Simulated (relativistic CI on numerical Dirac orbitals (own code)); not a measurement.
Magnetism of Cr⁵⁺, 3d, in a crystal field

Calculated by Dirac-Coulomb-Breit CI, KLI orbitals optimised for each configuration, model QED, valence Slater integrals scaled by 0.8, one configuration in a parametric crystal field (own radial code).

Field parameters in Wybourne normalisation: D4h B²₀ = −7Ds, B⁴₀ = 21(Dq − Dt), B⁴₄ = 21√(5/14) Dq. The field is a parameter set, without covalency.

S is read from ⟨S²⟩ = S(S + 1).

Powder χT (cm³ K mol⁻¹) by Van Vleck's formula, with temperature-independent terms:

```csv
Field,2 K,5 K,10 K,20 K,50 K,100 K,200 K,300 K
"D4h, 10Dq = 33450, Ds = -1500, Dt = -580 cm⁻¹",0.256,0.256,0.257,0.26,0.267,0.279,0.303,0.326
"D4h, 10Dq = 33450, Ds = -1090, Dt = -580 cm⁻¹",0.0772,0.0793,0.0828,0.0898,0.111,0.145,0.213,0.278
"D4h, 10Dq = 33450, Ds = -680, Dt = -580 cm⁻¹",0.00206,0.00488,0.00958,0.019,0.0473,0.0988,0.202,0.279
"D4h, 10Dq = 33450, Ds = -270, Dt = -580 cm⁻¹",0.00206,0.00488,0.00958,0.019,0.0472,0.0968,0.201,0.279
"D4h, 10Dq = 33450, Ds = 140, Dt = -580 cm⁻¹",0.00207,0.00488,0.00958,0.019,0.0472,0.0964,0.199,0.278
"D4h, 10Dq = 33450, Ds = 550, Dt = -580 cm⁻¹",0.00207,0.00489,0.00958,0.019,0.0471,0.0961,0.199,0.277
"D4h, 10Dq = 33450, Ds = 950, Dt = -580 cm⁻¹",0.00207,0.00489,0.00958,0.019,0.0471,0.096,0.198,0.276
"D4h, 10Dq = 33450, Ds = 1360, Dt = -580 cm⁻¹",0.00208,0.00489,0.00958,0.019,0.0471,0.0959,0.198,0.276
```

Task: For D4h, 10Dq = 33450, Ds = 550, Dt = -580 cm⁻¹: what effective moment follows at 300 K?

Result: μ_eff = √(8χT) = 1.49 μB. The ground level has S = 0.50; the spin-only moment for S = 1/2 is 1.73 μB. The difference comes from the orbital moment, spin-orbit mixing of terms and temperature-independent paramagnetism, all larger in this ionic model than in covalent complexes.
